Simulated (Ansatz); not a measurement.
The first iterations of a band of FH + H5NOSi (10 atoms, charge 0, multiplicity 1).

The calculation used UKS PBE-D4/6-31G* (Ansatz).

- movable images: 5
- climbing image: yes
- spring: 5.0 eV/Å²
- optimiser: quadratic models (default)
- start path: straight line
- force threshold: 0.05 eV/Å
- iteration limit: 60
- end points: relaxed

Initial state:

```xyz
10
Properties=species:S:1:pos:R:3
Si -0.354 0.259 -0.118
O 0.750 -0.856 0.579
H -0.559 -0.063 -1.564
H -1.547 0.086 0.753
N 0.122 1.919 -0.094
H -0.125 -2.303 0.383
F -0.814 -2.870 0.019
H 1.599 -0.918 0.098
H 0.692 2.319 -0.838
H 0.237 2.427 0.783
```

Final state:

```xyz
10
Properties=species:S:1:pos:R:3
Si -1.056 -0.135 -0.713
O 1.126 -0.389 1.799
H -1.542 -0.192 -2.127
H -2.157 0.018 0.284
N 0.034 1.187 -0.591
H 0.711 -1.080 1.237
F -0.368 -1.601 -0.374
H 2.070 -0.451 1.554
H 0.656 1.387 -1.375
H 0.527 1.257 0.307
```

| iteration | highest image above the first end (eV) | largest band force component (eV/Å) |
| --- | --- | --- |
| 1 | 2.318 | 5.660 |
| 2 | 0.859 | 3.236 |
| 3 | 0.817 | 3.602 |
| 4 | 0.461 | 1.090 |

Q: Does the band converge within its limit, and where does its top end?

A: The forces met the threshold. It ended after 14 iterations with the highest image 0.507 eV above the first end. Another band between the same ends (5 images) ends at a top of the same energy, where a vibrational analysis finds 1 clearly imaginary mode. The orbitals were unrestricted but ended closed-shell.

The run took 110 s on 2 threads of Intel(R) Xeon(R) Platinum 8375C CPU @ 2.90GHz (Ice Lake), with other jobs on the host, peak memory 0.17 GiB.
